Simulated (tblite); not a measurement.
C6H3ClO2.
Numbering: `[O:1]=[C:2]1[CH:3]=[CH:4][C:5]([Cl:6])=[CH:7][C:8]1=[O:9]` (hydrogens: H10 on C3; H11 on C4; H12 on C7)

Computed with GFN2-xTB (tblite), gas phase: Langevin dynamics at 400 K from the optimised GFN2-xTB geometry, time step 0.5 fs, friction 0.01 fs⁻¹, 2000 steps. The instantaneous temperature is 2·E(kin)/(3Nk) with all 3N coordinates.

| t (fs) | T (K) | E(pot) above start (eV) | O1=C2 (Å) | C2–C3 (Å) | C3=C4 (Å) | C4–C5 (Å) | C5–Cl6 (Å) | C3–H10 (Å) |
| --- | --- | --- | --- | --- | --- | --- | --- | --- |
| 0 | 349 | 0.000 | 1.208 | 1.469 | 1.340 | 1.445 | 1.718 | 1.080 |
| 25 | 176 | 0.429 | 1.199 | 1.522 | 1.343 | 1.455 | 1.736 | 1.117 |
| 50 | 331 | 0.342 | 1.209 | 1.497 | 1.306 | 1.452 | 1.780 | 1.064 |
| 75 | 292 | 0.467 | 1.220 | 1.522 | 1.347 | 1.418 | 1.622 | 1.081 |
| 100 | 331 | 0.414 | 1.217 | 1.453 | 1.366 | 1.443 | 1.773 | 1.087 |
| 125 | 256 | 0.522 | 1.229 | 1.464 | 1.361 | 1.469 | 1.746 | 1.093 |
| 150 | 309 | 0.409 | 1.191 | 1.468 | 1.312 | 1.453 | 1.771 | 1.053 |
| 175 | 266 | 0.482 | 1.190 | 1.455 | 1.325 | 1.466 | 1.665 | 1.078 |
| 200 | 367 | 0.436 | 1.235 | 1.413 | 1.364 | 1.432 | 1.739 | 1.138 |
| 225 | 384 | 0.447 | 1.216 | 1.433 | 1.376 | 1.442 | 1.794 | 1.037 |
| 250 | 427 | 0.309 | 1.198 | 1.509 | 1.334 | 1.449 | 1.678 | 1.074 |
| 275 | 410 | 0.585 | 1.227 | 1.503 | 1.316 | 1.490 | 1.714 | 1.114 |
| 300 | 383 | 0.934 | 1.181 | 1.579 | 1.358 | 1.472 | 1.699 | 1.098 |
| 325 | 464 | 0.974 | 1.209 | 1.380 | 1.337 | 1.511 | 1.775 | 1.024 |
| 350 | 585 | 0.560 | 1.208 | 1.492 | 1.343 | 1.484 | 1.672 | 1.098 |
| 375 | 413 | 0.509 | 1.169 | 1.443 | 1.351 | 1.475 | 1.742 | 1.100 |
| 400 | 278 | 0.831 | 1.219 | 1.531 | 1.345 | 1.498 | 1.651 | 1.103 |
| 425 | 413 | 0.635 | 1.212 | 1.419 | 1.323 | 1.478 | 1.677 | 1.029 |
| 450 | 346 | 0.917 | 1.189 | 1.448 | 1.414 | 1.510 | 1.723 | 1.102 |
| 475 | 530 | 0.625 | 1.190 | 1.390 | 1.374 | 1.454 | 1.821 | 1.080 |
| 500 | 579 | 0.380 | 1.225 | 1.466 | 1.348 | 1.396 | 1.667 | 1.057 |
| 525 | 384 | 0.603 | 1.234 | 1.489 | 1.317 | 1.486 | 1.691 | 1.108 |
| 550 | 244 | 0.585 | 1.204 | 1.439 | 1.370 | 1.486 | 1.673 | 1.104 |
| 575 | 283 | 0.522 | 1.206 | 1.473 | 1.347 | 1.478 | 1.736 | 1.096 |
| 600 | 325 | 0.638 | 1.235 | 1.424 | 1.341 | 1.470 | 1.767 | 1.116 |
| 625 | 459 | 0.483 | 1.202 | 1.485 | 1.349 | 1.499 | 1.723 | 1.071 |
| 650 | 439 | 0.444 | 1.214 | 1.481 | 1.349 | 1.464 | 1.638 | 1.056 |
| 675 | 378 | 0.453 | 1.209 | 1.455 | 1.350 | 1.471 | 1.719 | 1.138 |
| 700 | 590 | 0.297 | 1.191 | 1.500 | 1.329 | 1.435 | 1.755 | 1.078 |
| 725 | 320 | 0.630 | 1.200 | 1.446 | 1.328 | 1.396 | 1.761 | 1.083 |
| 750 | 366 | 0.501 | 1.223 | 1.456 | 1.348 | 1.434 | 1.698 | 1.120 |
| 775 | 328 | 0.606 | 1.215 | 1.461 | 1.350 | 1.481 | 1.745 | 1.087 |
| 800 | 472 | 0.349 | 1.203 | 1.518 | 1.316 | 1.448 | 1.782 | 1.037 |
| 825 | 259 | 0.598 | 1.198 | 1.554 | 1.303 | 1.414 | 1.698 | 1.138 |
| 850 | 372 | 0.412 | 1.224 | 1.435 | 1.348 | 1.471 | 1.759 | 1.122 |
| 875 | 246 | 0.408 | 1.193 | 1.443 | 1.418 | 1.406 | 1.662 | 1.057 |
| 900 | 276 | 0.368 | 1.186 | 1.448 | 1.424 | 1.408 | 1.783 | 1.051 |
| 925 | 260 | 0.552 | 1.223 | 1.487 | 1.311 | 1.419 | 1.707 | 1.098 |
| 950 | 313 | 0.397 | 1.235 | 1.515 | 1.324 | 1.473 | 1.661 | 1.093 |
| 975 | 228 | 0.553 | 1.180 | 1.520 | 1.365 | 1.445 | 1.711 | 1.068 |
| 1000 | 328 | 0.284 | 1.195 | 1.485 | 1.330 | 1.437 | 1.775 | 1.088 |

Q: From 500 fs on, how do temperature and potential energy compare with equipartition?

A: The mean temperature of these 21 frames is 355 K against the target 400 K, and the mean potential energy 0.48 eV against 30 × kT/2 = 0.52 eV for 30 classical harmonic modes. For 12 atoms in a canonical ensemble the temperature itself scatters by T·√(2/(3N)) = 94 K; here its standard deviation is 101 K. The whole run lasts only 10 friction times of 100 fs, so these averages carry a wide statistical error.

Q: What are the kinetic and total energies of the listed frame with the highest potential energy?

A: The one at 325 fs, 0.974 eV above the start. Its kinetic energy is 3NkT/2 = 0.719 eV at 464 K, so the sum is 1.69 eV; over the listed frames the sum runs from 0.54 to 1.69 eV, since the thermostat adds and removes energy.

Q: How much do the listed bonds fluctuate from 500 fs on?

A: 
| bond | at the start (Å) | mean (Å) | standard deviation (Å) |
| --- | --- | --- | --- |
| O1=C2 | 1.208 | 1.209 | 0.016 |
| C2–C3 | 1.469 | 1.475 | 0.032 |
| C3=C4 | 1.340 | 1.346 | 0.030 |
| C4–C5 | 1.445 | 1.448 | 0.032 |
| C5–Cl6 | 1.718 | 1.720 | 0.043 |
| C3–H10 | 1.080 | 1.089 | 0.028 |

The motion is classical and holds no zero-point motion.

The cost below is that of the whole dynamics run. Time: 22 s; peak memory 0.18 GiB. Hardware: one thread of an Arm Neoverse N1, shared host with 64 logical CPUs at a one-minute load of 56.
